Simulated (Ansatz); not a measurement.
Geometry optimisation, DFT PBE-D3(BJ), scalar-relativistic, plane waves, PAW in Ansatz 0.2.0.

Input file:

```yaml
crystal:
  lattice:
    - [7.398, 0.0, 0.0]
    - [-3.699, 6.406856, 0.0]
    - [0.0, 0.0, 11.0]
  atoms:
    - { symbol: C, position: [0.0, 0.0, 0.0909091] }
    - { symbol: C, position: [0.2222222, 0.1111111, 0.0909091] }
    - { symbol: C, position: [0.0, 0.3333333, 0.0909091] }
    - { symbol: C, position: [0.2222222, 0.4444444, 0.0909091] }
    - { symbol: C, position: [0.0, 0.6666667, 0.0909091] }
    - { symbol: C, position: [0.2222222, 0.7777778, 0.0909091] }
    - { symbol: C, position: [0.3333333, 0.0, 0.0909091] }
    - { symbol: C, position: [0.5555556, 0.1111111, 0.0909091] }
    - { symbol: C, position: [0.3333333, 0.3333333, 0.0909091] }
    - { symbol: C, position: [0.5555556, 0.4444444, 0.0909091] }
    - { symbol: C, position: [0.3333333, 0.6666667, 0.0909091] }
    - { symbol: C, position: [0.5555556, 0.7777778, 0.0909091] }
    - { symbol: C, position: [0.6666667, 0.0, 0.0909091] }
    - { symbol: C, position: [0.8888889, 0.1111111, 0.0909091] }
    - { symbol: C, position: [0.6666667, 0.3333333, 0.0909091] }
    - { symbol: C, position: [0.8888889, 0.4444444, 0.0909091] }
    - { symbol: C, position: [0.6666667, 0.6666667, 0.0909091] }
    - { symbol: C, position: [0.8888889, 0.7777778, 0.0909091] }
    - { symbol: Al, position: [0.3595854, 0.0636626, 0.27], spin: 1.0 }
magnetization:
  spin_polarized: true
basis:
  ecutwfc: 420.0
kpoints:
  mp_grid: { grid: [2, 2, 1] }
hamiltonian:
  xc: pbe
  dispersion: d3bj
scf:
  occupations: { method: gaussian, width: 0.05 }
  lower_state_search: "off"
relax:
  f_tol: 0.03
  max_steps: 60
  adjacent_minimum: "off"
output:
  write_density: true
  write_potential: true
  elf: true
  volumetric_format: npy
```

Launched with:

```bash
$ ansatz run input.yaml --threads 2 --pin off --max-ram 5120MiB --backend cpu --events-out ev --progress --plain --runs-dir out
```

**Question.** Where does it end, and by what steps?

**Answer.** The run converged. The force dipped under the threshold on the way, but the program's further checks kept it going. Limits of this set-up: coarse k mesh, slab without dipole correction. After 8 steps the energy has fallen by 0.412 eV; Al19 moved furthest, 0.95 Å.

```json
{"step": "0", "energy less start (eV)": "0.0000", "largest force component (eV/Å)": "2.291", "accepted": "yes"}
{"step": "1", "energy less start (eV)": "-0.1717", "largest force component (eV/Å)": "1.312", "accepted": "yes"}
{"step": "2", "energy less start (eV)": "-0.3124", "largest force component (eV/Å)": "0.298", "accepted": "yes"}
{"step": "3", "energy less start (eV)": "-0.3468", "largest force component (eV/Å)": "0.152", "accepted": "yes"}
{"step": "4", "energy less start (eV)": "-0.3751", "largest force component (eV/Å)": "0.344", "accepted": "yes"}
{"step": "5", "energy less start (eV)": "-0.3986", "largest force component (eV/Å)": "0.222", "accepted": "yes"}
{"step": "6", "energy less start (eV)": "-0.4111", "largest force component (eV/Å)": "0.104", "accepted": "yes"}
{"step": "7", "energy less start (eV)": "-0.4123", "largest force component (eV/Å)": "0.010", "accepted": "yes"}
{"step": "8", "energy less start (eV)": "-0.4123", "largest force component (eV/Å)": "0.010", "accepted": "yes"}
```

```xyz
19
Lattice="7.3980 0.0000 0.0000 -3.6990 6.4069 0.0000 0.0000 0.0000 11.0000" Properties=species:S:1:pos:R:3
C -0.008 -0.055 0.989
C 1.223 0.656 0.987
C -1.235 2.084 0.989
C -0.008 2.799 0.990
C -2.468 4.220 0.989
C -1.235 4.924 0.989
C 2.464 -0.060 0.987
C 3.705 0.656 0.987
C 1.223 2.089 0.988
C 2.464 2.805 0.988
C -0.002 4.220 0.989
C 1.231 4.932 0.989
C 4.936 -0.055 0.989
C 6.163 0.660 0.989
C 3.705 2.089 0.988
C 4.936 2.799 0.990
C 2.464 4.227 0.991
C 3.697 4.932 0.989
Al 2.460 1.334 3.172
```

Whether the end is a true minimum wasn't checked by a vibrational analysis.

The run took 110 s on 2 threads of Arm Neoverse V1, with other jobs on the host, peak memory 0.86 GiB.
